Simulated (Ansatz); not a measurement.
Consider the redistribution: `F[CH]([AlH2])[SiH3]` + `CNBF` → `FBN[SiH3]` + `C[CH](F)[AlH2]`.

Isolated molecules relaxed with PBE0-D4/def2-TZVP in Ansatz; ΔE leaves out vibrations. CCSD(T)/CBS is the MP2 limit (def2-TZVPP, def2-QZVPP) plus CCSD(T) − MP2 in def2-TZVPP, frozen cores. This one scheme is used for every species. DFT in def2-TZVPP. Each species was taken in one conformer, which may not be the lowest.

(1) Is it downhill or uphill in electronic energy at CCSD(T)/CBS, and by how much? (Best estimate.)

(2) What do these levels give: CAM-B3LYP-D4, B2PLYP, PBE0, LC-ωPBE, HF/def2-QZVPP, MP2/CBS(def2)? (Best estimate.)

Largest T1 diagnostic among the species: 0.012.

Results:

(1) The calculation gave: Downhill: ΔE = -0.93 eV.

(2) Computed: CAM-B3LYP-D4 -0.90, B2PLYP -0.92, PBE0 -0.84, LC-ωPBE -0.87, HF/def2-QZVPP -1.04, MP2/CBS(def2) -0.99 eV.

At CCSD(T), def2-SVP lies +0.09 eV from the extrapolated value and def2-TZVPP +0.01 eV. In def2-TZVPP, CCSD(T) changes the Hartree–Fock value by +0.11 eV (the triples alone add +0.02 eV) and MP2 by +0.06 eV. Leaving LDA and LC-ωPBE aside and taking each functional with its dispersion term where it has one, the values, not all of them listed here, spread over 0.17 eV, from BHLYP-D4 to PBE-D4.
